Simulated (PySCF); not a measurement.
# Reading the logs of faulty runs: AlCH7NSi

All numbers below are calculated, not measured. The program is PySCF 2.14.0, an open-source quantum chemistry code, run on an isolated molecule that a program drew, which may never have been made. The molecule is AlCH7NSi (charge 0, doublet), drawn as the SMILES string `[CH2][N]([AlH2])[SiH3]`.

Each row is a Hartree-Fock (HF) and frozen-core CCSD(T) single point in the cc-pV(D+d)Z basis, meant for a local HF minimum. Run 1 is clean. Each other run has one planted mistake out of seven kinds, and not every kind appears here: one electron removed, one electron added, multiplicity raised by two, geometry at a saddle point, minimal basis STO-3G, one bond length entered in bohr, all coordinates scaled. The reference is restricted for singlets and unrestricted otherwise, and also for a bond in bohr. Adding or removing an electron swaps singlet and doublet. Electrons count all cores. HOMO and LUMO are orbital energies over both spins, the gradient is its largest component, and the lowest frequency (negative if imaginary) is given only where the gradient is small. Bond lengths are over the 10 bonds as drawn. T1 is the CCSD diagnostic: over 0.02 (restricted) or 0.045 (unrestricted) a single reference is doubtful.

Geometry of the clean run:
```xyz
11
AlCH7NSi, angstrom
C     2.2433    0.7322   -0.6108
N     1.5099   -0.3108   -1.2223
Al    1.4627   -0.4378   -3.0194
Si    0.7502   -1.4402   -0.1269
H     2.6989    1.4823   -1.2453
H     2.0073    1.0110    0.4107
H     2.2050    0.6793   -3.8457
H     0.6933   -1.6431   -3.6748
H     1.7521   -2.1606    0.6945
H    -0.1611   -0.7282    0.8012
H    -0.0192   -2.4163   -0.9268
```

| run | electrons | basis functions | <S^2> | HOMO (eV) | LUMO (eV) | gradient (hartree/bohr) | lowest frequency (cm^-1) | mean bond (Å) | longest bond (Å) | T1 | HF (hartree) | CCSD(T) (hartree) | mistake |
|---|---|---|---|---|---|---|---|---|---|---|---|---|---|
| 1 | 47 | 109 | 0.761 | -8.09 | 1.62 | 2.3e-06 | 114 | 1.4723 | 1.802 | 0.0179 | -627.24582 | -627.77704 | no fault |
| 2 | 47 | 109 | 1.189 | -8.84 | 1.25 | 4.4e-02 | - | 1.5688 | 2.050 | 0.0517 | -627.11726 | -627.64944 | one bond length entered in bohr |
| 3 | 47 | 109 | 0.759 | -7.83 | 1.76 | 7.3e-02 | - | 1.3619 | 1.667 | 0.0161 | -627.17654 | -627.69844 | all coordinates scaled |
| 4 | 47 | 35 | 0.759 | -5.24 | 8.77 | 3.7e-02 | - | 1.4723 | 1.802 | 0.0181 | -619.82848 | -620.04843 | ? |

**Which mistake was planted in run 4, and what did it cost?**

It has 35 basis functions where the clean run has 109, with the same electrons and geometry. So the mistake is: minimal basis STO-3G. Subtracting run 1 and multiplying by 627.51 kcal/mol a hartree, the energy moved by 4654.5 kcal/mol in HF and 4849.8 kcal/mol in CCSD(T).

Cautions from the logs. Run 2: T1 is over the limit, so its CCSD(T) energy is less reliable.
